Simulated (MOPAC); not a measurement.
MOPAC input (PM3):

```
PM3 FORCE THERMO(298,298) PRECISE LET CHARGE=1 GEO-OK AUX(PRECISION=9) THREADS=1
H5O3Si

O    -0.06469730 1    1.50503649 1    0.31362187 1
Si   -0.16916774 1   -0.13277853 1    0.49914539 1
O    -1.14951657 1   -0.78053854 1   -0.66149500 1
O     1.29265442 1   -0.39406759 1   -0.51379353 1
H     0.00416879 1    2.11709118 1    1.02913739 1
H     0.03156943 1   -0.79082528 1    1.81803202 1
H    -1.72156630 1   -1.51850060 1   -0.52185563 1
H     1.19949419 1   -0.94118278 1   -1.30708303 1
H     1.82635708 1    0.38044960 1   -0.74319414 1
```

From the output:

```
     H    9   0.019352   1.033845   8.036122

          HEAT OF FORMATION =     -65.570646 KCALS/MOLE

          ZERO POINT ENERGY      39.601 KCAL/MOL

           NORMAL COORDINATE ANALYSIS (Total motion = 1 Angstrom)

   Root No.       1         2         3         4         5         6         7         8

                 1 A"      2 A"      1 A'      2 A'      3 A"      3 A'      4 A'      4 A"

                  96.1     151.0     183.9     252.7     341.3     386.2     619.5     691.8

           1    0.0114   -0.0297   -0.0027   -0.0523    0.0021    0.0023   -0.0015    0.0012
           2   -0.0075    0.0003   -0.0748   -0.0881    0.0199    0.0184   -0.0039    0.0062
           3    0.0160   -0.0824    0.0969   -0.0302   -0.0218   -0.0081    0.0118   -0.0013
           4    0.0112   -0.0301   -0.0021   -0.0462    0.0025    0.0006   -0.0054   -0.0151
           5    0.0078   -0.0210    0.0029    0.0664    0.0017   -0.0009    0.0077   -0.0105
           6   -0.0000    0.0000   -0.0633    0.0229   -0.0000   -0.0156   -0.0062    0.0000
           7   -0.0030   -0.0099    0.0711    0.1008    0.0194   -0.0180    0.0042    0.0062
           8    0.0133   -0.0279   -0.0233    0.0184   -0.0049    0.0043    0.0000   -0.0010
           9   -0.0160    0.0824    0.0968   -0.0302    0.0218   -0.0081    0.0117    0.0013
          10   -0.0364    0.0762   -0.0549    0.0157   -0.0086   -0.0024   -0.0059   -0.0054
          11   -0.0253    0.0530    0.0788   -0.0226   -0.0060    0.0035    0.0084   -0.0038
          12    0.0000   -0.0001   -0.0685    0.0185    0.0000   -0.0041   -0.0463    0.0000
          13    0.0126    0.0026   -0.0263    0.0744    0.0101    0.0121   -0.0362   -0.1119
          14   -0.0427   -0.0575   -0.0220   -0.1853   -0.2178   -0.2399    0.0436    0.0624
          15    0.0646   -0.0396    0.0502   -0.0453    0.3066    0.3465   -0.0124    0.0582
          16    0.0278   -0.0224   -0.0249   -0.0426   -0.0152    0.0127    0.1119    0.4342
          17    0.0194   -0.0156    0.0356    0.0612   -0.0106   -0.0183   -0.1603    0.3022
          18   -0.0000    0.0000   -0.1568    0.0197    0.0000    0.0383    0.4860   -0.0003
          19   -0.0358   -0.0530    0.0297    0.1480   -0.2010    0.2211   -0.0283    0.0196
          20    0.0266    0.0225    0.0172   -0.1341    0.0849   -0.0944    0.0490   -0.1267
          21   -0.0646    0.0396    0.0501   -0.0452   -0.3064    0.3463   -0.0125   -0.0581
          22    0.2603    0.2535   -0.0664    0.0452   -0.0716    0.0115    0.0795    0.0123
          23   -0.2390   -0.0111    0.0978   -0.0629    0.0303   -0.0184   -0.1068    0.0330
          24    0.0289   -0.0734   -0.0837    0.0483    0.0080    0.0129    0.0372   -0.0672
          25   -0.1338    0.0777   -0.0687    0.0433    0.0035    0.0133    0.0726    0.0353
          26    0.3271    0.2417    0.0962   -0.0643   -0.0777   -0.0171   -0.1116    0.0002
          27   -0.0290    0.0731   -0.0837    0.0483   -0.0080    0.0129    0.0372    0.0672

   Root No.       9        10        11        12        13        14        15        16

                 5 A'      6 A'      5 A"      6 A"      7 A'      8 A'      7 A"      9 A'

                 695.3     760.0     810.8     855.2     884.3     932.8    1057.6    1714.6

           1   -0.0131    0.0280    0.0478    0.0083   -0.0962   -0.0406   -0.0680   -0.0008
           2   -0.0062   -0.0052   -0.0162   -0.0104    0.0212   -0.0218   -0.0139   -0.0005
           3    0.0037    0.0002   -0.0105   -0.0108    0.0157   -0.0182   -0.0107   -0.0002
           4   -0.0042   -0.0080   -0.0145   -0.0057    0.0396    0.0148    0.0721    0.0005
           5    0.0060    0.0114   -0.0101   -0.0040   -0.0569   -0.0212    0.0502   -0.0007
           6   -0.0421   -0.0689    0.0000    0.0000   -0.0239    0.0111   -0.0000    0.0002
           7    0.0103   -0.0048    0.0014   -0.0069    0.0135    0.0345   -0.0366    0.0008
           8    0.0102   -0.0281    0.0505    0.0114    0.0976    0.0305   -0.0589    0.0005
           9    0.0037    0.0003    0.0105    0.0108    0.0157   -0.0183    0.0107   -0.0002
          10    0.0278   -0.0196   -0.0152    0.0284   -0.0078   -0.0032   -0.0090    0.0116
          11   -0.0399    0.0282   -0.0106    0.0197    0.0111    0.0046   -0.0062   -0.0168
          12    0.0649    0.0979    0.0000   -0.0000    0.0179    0.0033    0.0000   -0.0414
          13   -0.0505   -0.0239   -0.1457   -0.1522    0.1611   -0.3076   -0.2236   -0.0028
          14    0.0194    0.0514    0.0958    0.0814   -0.1157    0.1210    0.0775    0.0024
          15    0.0132   -0.0166    0.0725    0.0599   -0.1141    0.1157    0.0609   -0.0017
          16    0.0497   -0.0027   -0.1350   -0.0138    0.0436    0.0005   -0.0524    0.0077
          17   -0.0712    0.0039   -0.0940   -0.0096   -0.0627   -0.0008   -0.0365   -0.0111
          18    0.1928   -0.0507    0.0001    0.0000   -0.0005   -0.0644    0.0001   -0.0119
          19   -0.0006   -0.0399    0.0392    0.0234    0.0525   -0.0065   -0.0049   -0.0013
          20    0.0541    0.0403   -0.1700   -0.1710   -0.1913    0.3305   -0.2366    0.0035
          21    0.0132   -0.0165   -0.0724   -0.0598   -0.1140    0.1155   -0.0607   -0.0017
          22   -0.1498    0.1187    0.0398   -0.0589    0.0400    0.0287    0.0287   -0.3159
          23    0.1917   -0.1640    0.0556   -0.0983   -0.0508   -0.0333    0.0365   -0.0042
          24   -0.0967    0.2213   -0.1438    0.2456    0.0558    0.0253   -0.0932    0.3376
          25   -0.1279    0.1127    0.0661   -0.1129    0.0337    0.0213    0.0442    0.1139
          26    0.2069   -0.1681    0.0181   -0.0213   -0.0551   -0.0385    0.0144    0.2950
          27   -0.0967    0.2213    0.1437   -0.2455    0.0558    0.0253    0.0932    0.3373

   Root No.      17        18        19        20        21

                10 A'      8 A"     11 A'      9 A"     12 A'

                1882.0    3680.4    3845.5    3929.3    3930.7

           1   -0.0007   -0.0000   -0.0000   -0.0169    0.0170
           2   -0.0012   -0.0001    0.0001   -0.0192    0.0191
           3   -0.0006    0.0002    0.0002   -0.0135    0.0134
           4    0.0171   -0.0002   -0.0001   -0.0005   -0.0001
           5   -0.0245   -0.0001    0.0001   -0.0004    0.0002
           6   -0.0120   -0.0000    0.0012    0.0000    0.0004
           7    0.0013   -0.0001   -0.0001   -0.0239   -0.0238
           8    0.0002    0.0000    0.0001   -0.0092   -0.0093
           9   -0.0006   -0.0002    0.0002    0.0135    0.0134
          10    0.0004   -0.0386   -0.0093    0.0001    0.0000
          11   -0.0006   -0.0269    0.0134    0.0001   -0.0001
          12   -0.0014    0.0000    0.0248    0.0000   -0.0002
          13   -0.0043    0.0005   -0.0020    0.2746   -0.2733
          14    0.0019    0.0008   -0.0025    0.3113   -0.3096
          15    0.0009    0.0003   -0.0017    0.2186   -0.2174
          16   -0.4870   -0.0007    0.0005    0.0011   -0.0005
          17    0.7000   -0.0005   -0.0007    0.0008    0.0008
          18    0.3510   -0.0000   -0.0003    0.0000    0.0001
          19   -0.0002    0.0009    0.0030    0.3870    0.3850
          20    0.0046    0.0002    0.0010    0.1493    0.1487
          21    0.0009   -0.0003   -0.0018   -0.2191   -0.2179
          22   -0.0085    0.2230   -0.2598   -0.0004    0.0020
          23   -0.0045    0.3415   -0.3416   -0.0008    0.0024
          24    0.0125    0.2428   -0.2153   -0.0002    0.0018
          25    0.0072    0.3975    0.4104   -0.0009   -0.0030
          26    0.0064    0.0904    0.1248   -0.0001   -0.0011
          27    0.0125   -0.2432   -0.2158    0.0002    0.0018

           MASS-WEIGHTED COORDINATE ANALYSIS (NORMAL COORDINATES)

   Root No.       1         2         3         4         5         6         7         8

                 1 A"      2 A"      1 A'      2 A'      3 A"      3 A'      4 A'      4 A"

                  96.1     151.0     183.9     252.7     341.3     386.2     619.5     691.8

           1    0.0812   -0.1569   -0.0115   -0.2521    0.0147    0.0147   -0.0099    0.0080
           2   -0.0530    0.0018   -0.3169   -0.4247    0.1391    0.1190   -0.0259    0.0419
           3    0.1133   -0.4355    0.4104   -0.1454   -0.1523   -0.0523    0.0778   -0.0088
           4    0.1056   -0.2112   -0.0116   -0.2950    0.0227    0.0055   -0.0469   -0.1361
           5    0.0735   -0.1470    0.0163    0.4241    0.0158   -0.0081    0.0672   -0.0947
           6   -0.0001    0.0001   -0.3551    0.1463   -0.0000   -0.1337   -0.0545    0.0001
           7   -0.0216   -0.0523    0.3013    0.4859    0.1357   -0.1168    0.0279    0.0421
           8    0.0945   -0.1475   -0.0988    0.0888   -0.0344    0.0275    0.0002   -0.0070
           9   -0.1134    0.4357    0.4101   -0.1456    0.1522   -0.0523    0.0776    0.0087
          10   -0.2582    0.4029   -0.2327    0.0756   -0.0599   -0.0156   -0.0390   -0.0369
          11   -0.1797    0.2805    0.3341   -0.1089   -0.0417    0.0225    0.0558   -0.0256
          12    0.0002   -0.0003   -0.2903    0.0894    0.0000   -0.0268   -0.3061    0.0001
          13    0.0224    0.0035   -0.0280    0.0900    0.0177    0.0197   -0.0600   -0.1912
          14   -0.0761   -0.0763   -0.0234   -0.2242   -0.3817   -0.3896    0.0723    0.1066
          15    0.1150   -0.0525    0.0533   -0.0548    0.5374    0.5628   -0.0206    0.0995
          16    0.0495   -0.0297   -0.0265   -0.0516   -0.0267    0.0207    0.1856    0.7420
          17    0.0345   -0.0207    0.0379    0.0741   -0.0186   -0.0297   -0.2659    0.5165
          18   -0.0000    0.0000   -0.1668    0.0238    0.0000    0.0622    0.8060   -0.0005
          19   -0.0637   -0.0703    0.0316    0.1790   -0.3524    0.3591   -0.0470    0.0335
          20    0.0474    0.0298    0.0183   -0.1623    0.1488   -0.1534    0.0813   -0.2165
          21   -0.1150    0.0526    0.0533   -0.0547   -0.5372    0.5625   -0.0207   -0.0993
          22    0.4635    0.3364   -0.0706    0.0547   -0.1256    0.0186    0.1319    0.0211
          23   -0.4256   -0.0148    0.1040   -0.0761    0.0531   -0.0300   -0.1771    0.0564
          24    0.0515   -0.0974   -0.0890    0.0585    0.0140    0.0209    0.0617   -0.1149
          25   -0.2383    0.1031   -0.0731    0.0524    0.0062    0.0217    0.1204    0.0603
          26    0.5824    0.3207    0.1023   -0.0778   -0.1362   -0.0279   -0.1851    0.0003
          27   -0.0516    0.0970   -0.0890    0.0584   -0.0139    0.0209    0.0617    0.1148

   Root No.       9        10        11        12        13        14        15        16

                 5 A'      6 A'      5 A"      6 A"      7 A'      8 A'      7 A"      9 A'
```

The dipole moment of an ion depends on the origin.
